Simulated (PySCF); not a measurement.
# UHF on Er (erbium, neutral)

Configuration: [Xe] 4f13 6s1, high-spin 3F determinant (an excited configuration). Calculation: PySCF 2.14, in x2c-TZVPPall (11s7p7d4f2g, 113 functions); scalar relativity by spin-free X2C-1e.

| Property | Result |
| --- | --- |
| Total energy | -13080.840228 hartree |
| One-electron energy | -17970.3976 hartree |
| Hartree (Coulomb) energy | 5167.3232 hartree |
| Exchange energy | -277.7658 hartree |
| ⟨S²⟩ | 2.0049 |
| ⟨L²⟩ | 12.123 |
| Sum of ⟨r⟩ | 42.64 bohr |
| Sum of ⟨r²⟩ | 69.67 bohr² |
| Langevin diamagnetic susceptibility | -55.2 ×10⁻⁶ cm³/mol |

```json
{"shell": "1s α", "electrons": "1", "mean orbital energy (eV)": "-57762.7", "spread (eV)": "0", "rms radius, mean of both spins (bohr)": "0.0231"}
{"shell": "1s β", "electrons": "1", "mean orbital energy (eV)": "-57762.7", "spread (eV)": "0", "rms radius, mean of both spins (bohr)": "0.0231"}
{"shell": "2s α", "electrons": "1", "mean orbital energy (eV)": "-9823.7", "spread (eV)": "0", "rms radius, mean of both spins (bohr)": "0.0934"}
{"shell": "2s β", "electrons": "1", "mean orbital energy (eV)": "-9823.7", "spread (eV)": "0", "rms radius, mean of both spins (bohr)": "0.0934"}
{"shell": "2p α", "electrons": "3", "mean orbital energy (eV)": "-8700.7", "spread (eV)": "0.312", "rms radius, mean of both spins (bohr)": "0.0844"}
{"shell": "2p β", "electrons": "3", "mean orbital energy (eV)": "-8700.6", "spread (eV)": "0.287", "rms radius, mean of both spins (bohr)": "0.0844"}
{"shell": "3s α", "electrons": "1", "mean orbital energy (eV)": "-2248.0", "spread (eV)": "0", "rms radius, mean of both spins (bohr)": "0.240"}
{"shell": "3s β", "electrons": "1", "mean orbital energy (eV)": "-2247.3", "spread (eV)": "0", "rms radius, mean of both spins (bohr)": "0.240"}
{"shell": "3p α", "electrons": "3", "mean orbital energy (eV)": "-1898.4", "spread (eV)": "1.803", "rms radius, mean of both spins (bohr)": "0.241"}
{"shell": "3p β", "electrons": "3", "mean orbital energy (eV)": "-1897.6", "spread (eV)": "0.848", "rms radius, mean of both spins (bohr)": "0.241"}
{"shell": "3d α", "electrons": "5", "mean orbital energy (eV)": "-1450.6", "spread (eV)": "1.445", "rms radius, mean of both spins (bohr)": "0.221"}
{"shell": "3d β", "electrons": "5", "mean orbital energy (eV)": "-1449.7", "spread (eV)": "0.306", "rms radius, mean of both spins (bohr)": "0.221"}
{"shell": "4s α", "electrons": "1", "mean orbital energy (eV)": "-462.74", "spread (eV)": "0", "rms radius, mean of both spins (bohr)": "0.541"}
{"shell": "4s β", "electrons": "1", "mean orbital energy (eV)": "-460.81", "spread (eV)": "0", "rms radius, mean of both spins (bohr)": "0.541"}
{"shell": "4p α", "electrons": "3", "mean orbital energy (eV)": "-345.18", "spread (eV)": "3.057", "rms radius, mean of both spins (bohr)": "0.575"}
{"shell": "4p β", "electrons": "3", "mean orbital energy (eV)": "-343.08", "spread (eV)": "0.657", "rms radius, mean of both spins (bohr)": "0.575"}
{"shell": "4d α", "electrons": "5", "mean orbital energy (eV)": "-183.02", "spread (eV)": "2.694", "rms radius, mean of both spins (bohr)": "0.634"}
{"shell": "4d β", "electrons": "5", "mean orbital energy (eV)": "-180.32", "spread (eV)": "1.845", "rms radius, mean of both spins (bohr)": "0.634"}
{"shell": "5s α", "electrons": "1", "mean orbital energy (eV)": "-56.176", "spread (eV)": "0", "rms radius, mean of both spins (bohr)": "1.39"}
{"shell": "5s β", "electrons": "1", "mean orbital energy (eV)": "-55.413", "spread (eV)": "0", "rms radius, mean of both spins (bohr)": "1.39"}
{"shell": "5p α", "electrons": "3", "mean orbital energy (eV)": "-27.102", "spread (eV)": "1.297", "rms radius, mean of both spins (bohr)": "1.68"}
{"shell": "5p β", "electrons": "3", "mean orbital energy (eV)": "-26.585", "spread (eV)": "0.628", "rms radius, mean of both spins (bohr)": "1.68"}
{"shell": "4f α", "electrons": "7", "mean orbital energy (eV)": "-4.693", "spread (eV)": "3.368", "rms radius, mean of both spins (bohr)": "1.00"}
{"shell": "6s α", "electrons": "1", "mean orbital energy (eV)": "-4.164", "spread (eV)": "0", "rms radius, mean of both spins (bohr)": "5.30"}
{"shell": "4f β", "electrons": "6", "mean orbital energy (eV)": "-3.350", "spread (eV)": "2.715", "rms radius, mean of both spins (bohr)": "1.00"}
```

Spin-orbit coupling, absent here, splits the open shell strongly.

Densities and radii are taken from the X2C orbitals without a picture-change correction, which distorts them close to the nucleus.

Spin-orbit constants ζ (cm⁻¹) from the X2C one-electron operator on these orbitals: bare nucleus, nucleus screened by l(l+1)(2l+1)/3 electrons, and screened by the Breit-Pauli mean field of the electrons.

```tsv
shell	bare	screened nucleus	mean field
2p	4704000	4565000	n/a
3p	997900	968500	n/a
3d	156300	133300	n/a
4p	220200	213700	n/a
4d	28930	24670	n/a
4f	4094	2408	n/a
5p	23730	23030	n/a
```

To first order the Landé constant is A = -1204 cm⁻¹, so the lowest level has J = 4 and lies 0.448 eV below the centre of the term. This holds in LS coupling only.
